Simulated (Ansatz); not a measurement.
Here is a job for Ansatz (a program for electronic structure).
Ansatz 0.2 input:
```yaml
crystal:
  periodic: [false, false, false]
  atoms:
    - {symbol: Te, position_ang: [-0.01061858, 0.00295013, 0.28505227]}
    - {symbol: F, position_ang: [1.14851292, 1.60409032, 0.11390780]}
    - {symbol: F, position_ang: [1.18532124, -0.83746182, -0.85961877]}
    - {symbol: F, position_ang: [-1.15503896, -1.60227721, 0.06128147]}
    - {symbol: F, position_ang: [-1.11744340, 0.81860351, -0.96253919]}
basis:
  gaussian:
    orbitals: 3-21G.json
hamiltonian:
  xc: r2scan
total_charge: 1
magnetization: {spin_polarized: true, initial_magnetization: 1}
```
The basis file holds 3-21G in the JSON format of the Basis Set Exchange.

**Question.** Predict the <S^2> from R2SCAN/3-21G run with Ansatz.

**Answer.** 0.758

**Question.** Predict the total energy from R2SCAN/3-21G.

**Answer.** -6982.3288 Eh

**Question.** What is the computed number of basis functions (R2SCAN/3-21G)?

**Answer.** 69
